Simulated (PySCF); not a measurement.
**Static response to an electric field**

C5H4N4.
Geometry (GFN2-xTB, Å), atoms numbered from 1 in this order:
```xyz
13
C5H4N4 angstrom
C     -1.624    0.064    0.036
C     -0.176   -0.266    0.005
C      0.327   -1.567   -0.004
N      1.626   -1.819   -0.036
N      2.481   -0.851   -0.057
N      2.126    0.381   -0.049
C      0.832    0.713   -0.021
C      0.504    2.096   -0.016
N      0.196    3.198   -0.012
H     -2.224   -0.838    0.122
H     -1.843    0.726    0.874
H     -1.905    0.594   -0.875
H     -0.324   -2.430    0.015
```

Level: B3LYP/def2-SVPD (PySCF), static field, nuclei fixed, core orbitals frozen in the response. The polarisability tensor in these axes (au):

```
x    87.92  -6.84  -0.80
y    -6.84 106.49   0.01
z    -0.80   0.01  48.77
```

Give the principal values, the mean and the anisotropy Δα = √{½[(α1 − α2)² + (α2 − α3)² + (α1 − α3)²]}.

Principal values 48.75, 85.69 and 108.74 au; mean 81.06 au = 12.01 Å³ = 13.36 × 10⁻⁴⁰ C²·m²/J; Δα = 52.41 au (65 % of the mean).

What is the dipole moment, and where does it point?

(-4.85, -2.31, 0.11) D, 5.38 D in size, pointing from the negative to the positive side. Measured along this direction, the outermost atoms are N6 at the negative end and H10 at the positive end.

Refractivity n − 1 of an ideal gas of it at 500 K and 1 atm, from the electronic α?

N = p/kT = 1.4678 × 10¹⁹ cm⁻³, so n − 1 = 2π × N × 12.01 × 10⁻²⁴ cm³ = 1108 × 10⁻⁶ at long wavelengths.

What molar refraction does this α imply?

Lorentz–Lorenz: R = (4π/3)N_A α = 2.5225 cm³/(mol·Å³) × 12.01 Å³ = 30.3 cm³/mol, in the limit of long wavelengths.

Sum over states: ᾱ = Σ f/ω², ω in Eh. What share falls to these 8 lowest TDDFT singlets (eV, f)? 2.90, 0.0002; 3.49, 0.0033; 3.71, 0.0026; 4.25, 0.0008; 5.34, 0.0772; 5.83, 0.0852; 5.96, 0.0001; 6.26, 0.0136.

They add up to 4.51 au, 5.6 % of the 81.06 au; the largest single term is 2.00 au, from the state at 5.34 eV. Terms in order: 0.02, 0.20, 0.14, 0.03, 2.00, 1.86, 0.00, 0.26 au. Higher excitations give the rest. The strengths listed sum to 0.183.

Give the eigenvalues of the traceless quadrupole moment Θ = ½Σq(3rr − r²1), origin at the centre of nuclear charge.

-17.20, 7.55, 9.65 D·Å. The values depend on the origin, since the dipole doesn't vanish. The electronic extent ⟨r²⟩ about the same centre is 1045 bohr², a root-mean-square distance of 2.17 Å for the 62 electrons.

How large is μ²/3kT at 500 K beside α?

In Gaussian units μ²/3kT = 139.67 Å³ against 12.01 Å³, a ratio of 11.63; the Debye molar polarisation (4π/3)N_A(α + μ²/3kT) is 382.6 cm³/mol, leaving out the vibrational part.

Geometry: GFN2-xTB; no solvent, vibrations or thermal averaging.

The run behind these numbers computed excited states as well. Hardware: Arm Neoverse V1, one thread, shared host with 32 logical CPUs at a one-minute load of 10. Cost: 34 s, 0.86 GiB resident at most.
